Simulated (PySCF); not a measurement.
Two species compared at the same levels of theory.

First species: Cl2HSi(SH), Cl2H2SSi.
InChI=1S/Cl2H2SSi/c1-4(2)3/h3-4H

Second species: C6H10OP2S.
InChI=1S/C6H10OP2S/c1-3-4-9(10,5-8)6(2)7/h1H,4-5,8H2,2H3/t9-/m1/s1

Levels: PBE0/pcSseg-1 for dipole moment, HOMO energy, LUMO energy and HOMO–LUMO gap; GFN2-xTB for rotational constant A and rotational constant C. Geometries: GFN2-xTB. Each species is one conformer at its optimised geometry, gas phase, non-relativistic unless stated; the electronic structure was computed with PySCF and density fitting.

Dipoles, sizes and rotational constants follow the conformer. The torsions of the flexible species, by atom-mapped SMILES:
- `[SH:1][SiH:2]([Cl:3])[Cl:4]`: H–S1–Si2–Cl3 161°
- `[CH:1]#[C:2][CH2:3][P@@:4](=[S:5])([CH2:6][PH2:7])[C:8]([CH3:9])=[O:10]`: C2–C3–P4–S5 -63°, C3–P4–C6–P7 63°, C3–P4–C8–C9 96°, H–P7–C6–P4 106°, H–P7–C6–P4 -162°

```tsv
property	column X	column Y
dipole moment	1.43 D	1.46 D
HOMO energy	-6.61 eV	-7.99 eV
LUMO energy	-1.89 eV	-0.15 eV
HOMO–LUMO gap	4.72 eV	7.84 eV
rotational constant A	0.911 GHz	2.438 GHz
rotational constant C	0.547 GHz	1.296 GHz
```

Task: Which column belongs to which species?

Result: Column X is the second species and column Y the first. The first has 6 atoms and 66 electrons, the second 20 and 100.

Task: How does each property change from the first species to the second?

Result: dipole moment -0.03 D; HOMO energy +1.38 eV; LUMO energy -1.74 eV; HOMO–LUMO gap -3.12 eV; rotational constant A -1.527 GHz; rotational constant C -0.749 GHz.

On the first: The dipole matches unit charges of opposite sign 0.30 Å apart (1 e·Å = 4.8032 D).

On the second: The dipole equals about 4.8 × 10⁻³⁰ C·m (1 D = 3.33564 × 10⁻³⁰ C·m).
